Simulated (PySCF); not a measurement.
Level of theory: B3LYP-D3(BJ)/def2-TZVP // PBE0-D4/def2-TZVP (PySCF). All species are isolated molecules in the gas phase. One relaxed conformer stands for a flexible species; it need not be the lowest. B3LYP has the VWN-RPA correlation part, as in Gaussian. Excitations are Tamm–Dancoff values on a coarser integration grid. The basis has no diffuse functions, so Rydberg states are missing or too high.

Reference species (SMILES): `CC[SiH2]O` (C–C–Si–O torsion 178°, C–Si–O–H torsion 71°) (neutral, multiplicity 1).

```
Item                    Value
-------------------  --------
T1 excitation (TDA)   6.56 eV
HOMO                 -7.86 eV
HOMO–LUMO gap         7.96 eV
S1–T1 gap (TDA)       0.29 eV
```

Changed species: `O[SiH2]C(=O)O` (X = carboxy; the reference has X = ethyl).

Question: Give the shifts of the T1 excitation (TDA), HOMO, HOMO–LUMO gap and S1–T1 gap (TDA).

Answer: the T1 excitation (TDA) decreases by 2.07 eV, to 4.49 eV; the HOMO falls by 0.11 eV, to -7.97 eV; the HOMO–LUMO gap falls by 1.11 eV, to 6.85 eV; the S1–T1 gap (TDA) rises by 0.44 eV, to 0.73 eV.
